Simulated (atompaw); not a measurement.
**Re (Z = 75): one change to a PAW (atompaw) potential, before and after**

atompaw 4.2.0.5 input, output lines left out:

```
Re 75
GGA-PBE scalarrelativistic loggrid 2001 logderivrange -5 5 251
6 6 5 4 0 0
6 1 0
5 2 5
0 0 0
c
c
c
c
c
v
c
c
c
v
v
c
c
v
c
2
3.00 2.80 2.40 2.30
y
0.3
n
n
y
2.1
n
custom polynom2 7 10 vanderbiltortho besselshape
bessel
3.00
3.00
1.55
3.00
2.75
2.75
```

Change: all radii scaled by about 1.21 (s 3.62, p 1.88, d 3.32 bohr); local potential bessel scheme, radius 2.90 bohr; augmentation besselshape compensation charge, radius 3.38 bohr; PAW radius 3.62 bohr; waves and projectors: custom polynom2 7 10 vanderbiltortho; core correction smooth core density matched at 2.78 bohr.

Cutoffs: the cutoffs (Ry, on a coarse ladder) from which the occupation-weighted sum of valence levels, in a spherical-Bessel basis at the reference potential, stays within 10 and 1 mRy of its value at 400 Ry; they do not see the model core or the augmentation charge, which bear on the density cutoff.

**Question.** What does the change do?

**Answer.** The potential gets softer (35 Ry and 140 Ry → 21 Ry and 40 Ry); neither file shows a bound ghost. A larger radius leaves more room for a smooth pseudo-wave, so fewer plane waves are needed.

| quantity | base | changed |
| --- | --- | --- |
| cutoff, loose | 35 Ry | 21 Ry |
| cutoff, tight | 140 Ry | 40 Ry |
| loose cutoff by channel (10 mRy a level) | s 6 Ry, p 21 Ry, d 15 Ry | s 6 Ry, p 18 Ry, d 8 Ry |
| bound ghosts | none | none |
| lowest overlap eigenvalue by channel | s 0.84, p 0.53, d 0.94 | s 0.83, p 0.59, d 1.00 |

 The cutoffs see the waves, projectors and local potential, not the compensation charge or the core.
